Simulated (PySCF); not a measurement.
tetrasilane (H₁₀Si₄), singlet, geometry from GFN2-xTB. Base run: MP2/cc-pVDZ in PySCF.

Input for PySCF:
```python
from pyscf import gto, scf, mp

mol = gto.Mole()
mol.atom = '''
    Si    2.125832   -0.979920    0.952138
    Si    1.089819    0.983751    0.304269
    Si   -0.750450    0.703644   -1.090761
    Si   -2.444427   -0.604187   -0.213788
    H     3.284636   -0.803592    1.829553
    H     1.193102   -1.852029    1.671989
    H     2.600018   -1.744884   -0.204505
    H     2.078802    1.892367   -0.299304
    H     0.657360    1.723128    1.503663
    H    -0.288131    0.112737   -2.359357
    H    -1.295249    2.003580   -1.516592
    H    -2.960346   -0.046722    1.039570
    H    -3.603095   -0.779838   -1.091518
    H    -1.957921   -1.950769    0.100489
'''
mol.basis = 'cc-pvdz'
mol.charge = 0
mol.spin = 0
mol.verbose = 4
mol.build()

mf = scf.RHF(mol)
mf.kernel()

pt = mp.MP2(mf, frozen=20)
pt.kernel()
print('E(MP2) = %.10f' % pt.e_tot)
mf.analyze()
```

Variants of this job, named by their change:

```csv
change,basis functions,E (Eh),MP2 correlation (Eh),SCF-reference HOMO (eV),SCF-reference HOMO-LUMO gap (eV),SCF-reference dipole (D)
base,122,-1161.94185,-0.41479,-10.64,13.56,0.25
basis = STO-3G,…,…,…,…,…,…
basis = 3-21G,72,-1155.57766,-0.22745,-10.69,13.58,0.17
basis = 6-31G,72,…,…,-10.60,…,…
basis = pcseg-0,72,-1160.12532,-0.23279,-10.98,13.72,0.19
basis = def2-SV(P),92,-1161.47406,-0.33010,-10.78,13.67,0.26
basis = 6-31G*,92,…,…,…,…,0.25
basis = 6-31+G*,108,-1161.78285,-0.32043,-10.69,12.36,0.27
basis = pcseg-1,122,-1161.82414,-0.37880,-10.70,13.31,0.23
basis = def2-SVP,122,-1161.57737,-0.41199,-10.75,13.67,0.24
basis = pc-1,122,-1161.87992,-0.39268,-10.77,13.40,0.26
basis = 6-31G**,122,…,…,-10.60,…,0.24
basis = cc-pV(D+d)Z,142,-1161.96471,-0.41405,-10.66,13.51,0.25
```

Q: Fill in the missing entries.

A: 
- basis = STO-3G, basis functions: 46
- basis = STO-3G, E (Eh): -1148.43097
- basis = STO-3G, MP2 correlation (Eh): -0.15534
- basis = STO-3G, SCF-reference HOMO (eV): -8.18
- basis = STO-3G, SCF-reference HOMO-LUMO gap (eV): 17.58
- basis = STO-3G, SCF-reference dipole (D): 0.32
- basis = 6-31G, E (Eh): -1161.51261
- basis = 6-31G, MP2 correlation (Eh): -0.21867
- basis = 6-31G, SCF-reference HOMO-LUMO gap (eV): 13.50
- basis = 6-31G, SCF-reference dipole (D): 0.21
- basis = 6-31G*, E (Eh): -1161.77556
- basis = 6-31G*, MP2 correlation (Eh): -0.31671
- basis = 6-31G*, SCF-reference HOMO (eV): -10.62
- basis = 6-31G*, SCF-reference HOMO-LUMO gap (eV): 13.55
- basis = 6-31G**, E (Eh): -1161.85757
- basis = 6-31G**, MP2 correlation (Eh): -0.38377
- basis = 6-31G**, SCF-reference HOMO-LUMO gap (eV): 13.54

Totals compare only among sets that treat the same electrons; sets with core potentials leave the core out.
